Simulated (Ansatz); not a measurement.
La2O2⁺. The state is a doublet with charge 1. Geometry PBE0-D4/def2-TZVP, that of the neutral singlet; atoms count from 1.

Cartesian coordinates in Å:
```
La -0.728 1.301 -0.680
La 0.729 -1.301 0.679
O -1.060 -0.798 -0.392
O 1.059 0.798 0.393
```

In the def2 sets La takes a core potential; there is no spin–orbit coupling. The structure comes from a short search, and lower isomers may exist.

**Question.** Estimate the Mulliken populations from the PBE0/def2-TZVP orbitals of Ansatz.

**Answer.** 
```
atom  charge (e)  spin (α − β)  d electrons
 La1        1.15          0.54         1.31
 La2        1.15          0.54         1.31
  O3       -0.65         -0.04            –
  O4       -0.65         -0.04            –
```
Mulliken values and Mayer orders depend strongly on the basis.

**Question.** Where does the spin sit?

**Answer.** Summed by element: La 1.07, O -0.07, of 1 unpaired in all. Largest on single atoms: La2 0.54, La1 0.54, O4 -0.04.

**Question.** And the Mayer bond orders between bonded heavy atoms (over 0.3)?

**Answer.** La1–La2 0.72 (3.28 Å); La1–O3 1.02 (2.14 Å); La1–O4 1.02 (2.14 Å); La2–O3 1.02 (2.14 Å); La2–O4 1.02 (2.14 Å).
